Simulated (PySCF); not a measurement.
C2H4F2OSi, SMILES C([Si@@H](F)CF)=O. Atoms are numbered in the order given.

```xyz
10

O      1.8073     0.3808    -1.6707
C      1.7870     0.0810    -0.4954
Si     0.1131    -0.4907     0.2635
F      0.2412    -0.4748     1.8894
C     -1.1881     0.7412    -0.3338
F     -2.4683     0.2516    -0.1186
H      2.7262     0.1393     0.1235
H     -0.2082    -1.8726    -0.1706
H     -1.0320     0.9171    -1.4144
H     -1.0769     1.7150     0.1776
```

Geometry: B3LYP-D3(BJ)/def2-SVP. The structure was generated by enumeration; whether it is a known compound was not checked. The values are those of a single conformer.

Two levels are set side by side: PBE/pcSseg-1 (PySCF) and HF/pcSseg-1 (PySCF). GIAO shifts against CFCl3 (¹⁹F), H2O (¹⁷O), TMS (²⁹Si), TMS (¹H), TMS (¹³C) at the same level; non-relativistic, no solvent, atoms listed together averaged. Differences are taken from unrounded values.

```json
[
 {"quantity": "δ(¹⁷O) of O1 (ppm)", "HF": "985.4", "PBE": "953.3", "PBE minus HF": "-32.1"},
 {"quantity": "δ(¹³C) of C2 (ppm)", "HF": "245.7", "PBE": "251.9", "PBE minus HF": "6.1"},
 {"quantity": "δ(²⁹Si) of Si3 (ppm)", "HF": "-21.8", "PBE": "-17.4", "PBE minus HF": "4.5"},
 {"quantity": "δ(¹⁹F) of F4 (ppm)", "HF": "-170.3", "PBE": "-242.3", "PBE minus HF": "-72.0"},
 {"quantity": "δ(¹³C) of C5 (ppm)", "HF": "70.4", "PBE": "84.2", "PBE minus HF": "13.8"},
 {"quantity": "δ(¹⁹F) of F6 (ppm)", "HF": "-266.9", "PBE": "-331.8", "PBE minus HF": "-64.9"},
 {"quantity": "δ(¹H) of H7 (ppm)", "HF": "11.65", "PBE": "12.71", "PBE minus HF": "1.05"},
 {"quantity": "δ(¹H) of H8 (ppm)", "HF": "4.96", "PBE": "5.54", "PBE minus HF": "0.58"},
 {"quantity": "δ(¹H) of H9, H10 (ppm)", "HF": "4.61", "PBE": "5.01", "PBE minus HF": "0.40"}
]
```

Rough cost on one machine, each run with all the roots and properties that it gave: HF against PBE within a factor of 2.
